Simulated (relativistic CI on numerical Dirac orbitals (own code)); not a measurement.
# d1 to d9 in one tetrahedral field

Computed with a parametric ligand-field model without spin-orbit coupling, by exact diagonalisation: B = 570, C = 2670, 10Dq = -7200 cm⁻¹ (Td; |10Dq|/B = 12.6) for every shell. Energies in cm⁻¹; the field energy is (0.6 n_e − 0.4 n_t2) × 10Dq of the ground term; g labels are left out.

```csv
Shell,Ground term,Electrons in e,Field energy,First spin-allowed bands,Lowest term of other spin
d1,2E,1.000,-4320,2T2 7200,
d2,3A2,2.000,-8640,"3T2 7200, 3T1 11502",1E 9644
d3,4T1,1.937,-5308,"4T2 6375, 4A2 13575",2E 5118
d4,5T2,2.000,-2880,5E 7200,1A1 7539
d5,6A1,2.000,0,none,4T1 13790
d6,5E,3.000,-4320,5T2 7200,3T1 8034
d7,4A2,4.000,-8640,"4T2 7200, 4T1 11502",2E 11931
d8,3T1,3.937,-5308,"3T2 6375, 3A2 13575",1T2 9102
d9,2T2,4.000,-2880,2E 7200,
```

Every shell keeps the spin of the free ion. Tetrahedral fields of 3d complexes are almost always too weak to pair spins. High-spin d^(n+5) repeats the spin-allowed bands of d^n, since the half-filled shell is spherical.
